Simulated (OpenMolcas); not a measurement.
Ni4+: moving or changing the point charges

Ni4+ among 5 point charges of -2.6 e arranged as a trigonal bipyramid (D3h), 1.73 Å from the ion, with the axial distance 1.592 Å.

```
Program             : OpenMolcas
Method              : SS-CASPT2, IPEA 0.25 Eh, imaginary shift 0.1 Eh (closed shells correlated: 3s 3p)
Basis               : ANO-RCC-VTZP [6s5p3d2f1g]
Scalar Hamiltonian  : DKH2, point nucleus
Active space        : 6 electrons in 5 orbitals (3d)
State averaging     : 2S+1 = 5 even, 5 roots; 2S+1 = 3 even, 45 roots; 2S+1 = 1 even, 50 roots
Spin-orbit coupling : state interaction with AMFI integrals over the reference wave functions
```

Runs around this geometry, states (labels of D3, the rotations of D3h). Energies in cm-1 above the lowest state or level, χT in cm3 K/mol.

```tsv
R (Å)	q (e)	Axial / equatorial distance	Ground state	First state of that spin	First gap with spin-orbit (degeneracies)	χT at 300 K	First state of another spin
1.73	-1.3	0.92	5E	5E 1960	340 (2, 2)	5.256	3A2 27430
1.73	-2.6	0.92	5E	5E 4120	380 (2, 2)	5.162	3A2 26600
1.87	-2.6	0.92	5E	5E 3530	370 (2, 2)	5.179	3A2 27570
1.73	-2.6	0.99	5E	5E 1580	320 (2, 2)	5.285	3A2 26400
```

Taking the first state of the same spin as R^-n, n = -ln(3530 / 4120) / ln(1.87 / 1.73) = 2.0 between the shortest and longest distance.

Scaling the charges by -1.3 / -2.6 = 0.50 scales the first state of the same spin by 1960 / 4120 = 0.48; with fixed orbitals a first-order splitting would follow the charge.

Roots that are degenerate in the reference are averaged as groups; the widest CASPT2 spread within a group is 2400 cm-1 (the 3-fold group of multiplicity 3 near 30200 cm-1 above the lowest state of its run, R = 1.73, q = -2.6, ratio = 0.92). Shifts and gaps below about the spread of the groups concerned are not significant. An orbital doublet at a regular site is open to a Jahn-Teller distortion, which this geometry leaves out. Point charges give a weaker field than real ligands, and real ions of this kind are often low spin; the high spin found here belongs to the model. Free-ion shares, where given, are those of the reference states; single-state CASPT2 does not remix them. Point charges carry no covalency, so the field is a model and not that of real ligands. A group larger than the point group allows holds several states that coincide in this model. No measured value stands beside these numbers.
